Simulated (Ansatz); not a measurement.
One change: `C/C=C(/C)F` becomes `BO/C(F)=C/C`.

Ansatz, PBE0-D4/def2-TZVP geometries, multiplicity 1. Each molecule was computed in one conformer, which needn't be the lowest.

```json
{"property": "LUMO energy (PBE0/def2-TZVPP) / eV", "`C/C=C(/C)F`": "0.85"}
{"property": "HOMO energy (PBE/def2-TZVPP) / eV", "`C/C=C(/C)F`": "-5.66"}
{"property": "size of the dipole moment (PBE/def2-TZVPP) / D", "`C/C=C(/C)F`": "1.28"}
{"property": "HOMO–LUMO gap (ωB97M-V/def2-TZVPP) / eV", "`C/C=C(/C)F`": "11.91"}
{"property": "LUMO energy (ωB97M-V/def2-TZVPP) / eV", "`C/C=C(/C)F`": "2.82"}
{"property": "HOMO–LUMO gap (PBE/def2-TZVPP) / eV", "`C/C=C(/C)F`": "5.48"}
```

(1) What does the change do to each property? (Best estimate.)

Answers

(1) The calculation gave: 
```json
{"property": "LUMO energy (PBE0/def2-TZVPP) / eV", "`BO/C(F)=C/C`": "-0.96", "shift": "-1.81"}
{"property": "HOMO energy (PBE/def2-TZVPP) / eV", "`BO/C(F)=C/C`": "-5.90", "shift": "-0.24"}
{"property": "size of the dipole moment (PBE/def2-TZVPP) / D", "`BO/C(F)=C/C`": "1.38", "shift": "0.10"}
{"property": "HOMO–LUMO gap (ωB97M-V/def2-TZVPP) / eV", "`BO/C(F)=C/C`": "10.12", "shift": "-1.79"}
{"property": "LUMO energy (ωB97M-V/def2-TZVPP) / eV", "`BO/C(F)=C/C`": "0.92", "shift": "-1.90"}
{"property": "HOMO–LUMO gap (PBE/def2-TZVPP) / eV", "`BO/C(F)=C/C`": "3.97", "shift": "-1.51"}
```

With PBE0 the HOMO falls by 0.15 eV and the LUMO falls by 1.81 eV, so the gap narrows by about 1.66 eV. PBE moves the HOMO by -0.24 eV and ωB97M-V by -0.11 eV. Dipoles are sizes alone; their direction can turn.

Positive LUMOs are unbound, so they and the gaps depend on the basis.
